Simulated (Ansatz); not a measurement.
Start from `C#C[TeH]` and change one atom or group to get `C#CF`.

Ansatz, PBE0-D4/def2-TZVP geometries, multiplicity 1. 

Elements past krypton have def2 core potentials.

```json
{"property": "HOMO–LUMO gap (PBE0/def2-TZVPP) / eV", "`C#C[TeH]`": "5.43"}
{"property": "size of the dipole moment (PBE/def2-TZVPP) / D", "`C#C[TeH]`": "0.43"}
{"property": "HOMO–LUMO gap (ωB97M-V/def2-TZVPP) / eV", "`C#C[TeH]`": "9.38"}
{"property": "LUMO energy (PBE0/def2-TZVPP) / eV", "`C#C[TeH]`": "-1.02"}
{"property": "size of the dipole moment (ωB97M-V/def2-TZVPP) / D", "`C#C[TeH]`": "0.32"}
{"property": "ideal-gas entropy at 298 K and 1 bar (rigid rotor, harmonic PBE0-D4/def2-TZVP) / J/(mol·K)", "`C#C[TeH]`": "288"}
```

Question: What does the change do to each property? (Best estimate.)

Answer: Ansatz gave: 
```tsv
property	`C#CF`	shift
HOMO–LUMO gap (PBE0/def2-TZVPP) / eV	9.60	4.17
size of the dipole moment (PBE/def2-TZVPP) / D	0.38	-0.05
HOMO–LUMO gap (ωB97M-V/def2-TZVPP) / eV	13.70	4.32
LUMO energy (PBE0/def2-TZVPP) / eV	1.29	2.31
size of the dipole moment (ωB97M-V/def2-TZVPP) / D	0.55	0.23
ideal-gas entropy at 298 K and 1 bar (rigid rotor, harmonic PBE0-D4/def2-TZVP) / J/(mol·K)	229	-59
```

With PBE0 the HOMO falls by 1.87 eV and the LUMO rises by 2.31 eV, so the gap widens by about 4.18 eV. PBE moves the HOMO by -1.52 eV and ωB97M-V by -2.13 eV. The zero-point energy changes by -10.8 kJ/mol with -2 modes. Dipoles are sizes alone; their direction can turn.

Spin–orbit coupling is left out; it splits and shifts lone-pair levels of the heavy atoms by tenths of an eV.
